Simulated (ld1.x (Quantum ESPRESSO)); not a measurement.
## What one change does to a pseudopotential (Zr, TM semilocal)

zirconium, norm-conserving Troullier–Martins (semilocal form), made with ld1.x (Quantum ESPRESSO) 7.5 (PBE, scalar-relativistic). Core [Kr], reference 4d2 5s1 5p0 (charge +1). Waves: 5s (bound): rc 3.30 bohr; 4d (bound): rc 2.00 bohr; 5p (bound, empty): rc 3.60 bohr. Local part: the p channel. Core correction: Bessel-smoothed model core inside 1.90 bohr.

All-electron outer shells of the reference configuration (PBE, scalar-relativistic, ld1.x):

```tsv
shell	level (eV)	outermost node (bohr)	outermost maximum (bohr)
4p	-39.14	0.56	1.17
4d	-9.98	0.58	1.59
5s	-9.94	1.46	3.00
5p	-6.26	1.68	3.71
```

Change: functional LDA (PZ).

Cutoffs: the cutoffs (Ry, on a coarse ladder) from which the occupation-weighted sum of valence levels, in a spherical-Bessel basis at the reference potential, stays within 10 and 1 mRy of its value at 400 Ry; they do not see the model core or the augmentation charge, which bear on the density cutoff. Errors are all-electron minus pseudo energies relative to the spin-unpolarised reference configuration.

Task: Predict the effect on cutoff, ghosts and configuration errors.

Result: The potential gets neither clearly harder nor softer (30 Ry and 35 Ry → 30 Ry and 35 Ry); the number of tests with a reliable result goes from 7 to 9; of the 7 tests that both files solve, the error grows in 0 and shrinks in 2 by more than 15 % and 0.3 meV (median size 44.9 → 43.9 meV); neither file shows a bound ghost. A semilocal file is local in each channel, so a ghost entry of none says nothing of the separable form that plane-wave codes build from it.

| quantity | base | changed |
| --- | --- | --- |
| cutoff, loose | 30 Ry | 30 Ry |
| cutoff, tight | 35 Ry | 35 Ry |
| bound ghosts | none | none |
| error for 4d2 5s2 5p0, meV [ΔE -7.14 → -7.35 eV] | -3.4 | -1.8 |
| error for 4d2 5s0 5p0, meV [ΔE 12.94 → 13.24 eV] | -15 | -13 |
| error for 4d1 5s0 5p0, meV [ΔE 35.57 → 36.06 eV] | -245 | -243 |
| error for 4d1 5s2 5p1, meV [ΔE -4.13 → -4.29 eV] | -197 | -171 |
| error for 4d2 5s0 5p1, meV [ΔE 3.72 → 3.81 eV] | -7.7 | -6.4 |
| error for 4d1 5s2 5p0, meV [ΔE 0.53 → 0.47 eV] | -146 | -129 |
| error for 4d3 5s1 5p0, meV [ΔE -5.94 → -6.13 eV] | -45 | -44 |
| s: phases at 3.88 bohr within 0.05 rad from the reference energy up to (Ry; the scan ends near 5) | 0.7 | 0.7 |
| p: phases at 3.88 bohr within 0.05 rad from the reference energy up to (Ry; the scan ends near 5) | 1.1 | 1.1 |
| d: phases at 3.88 bohr within 0.05 rad from the reference energy up to (Ry; the scan ends near 5) | 3.7 | 3.6 |
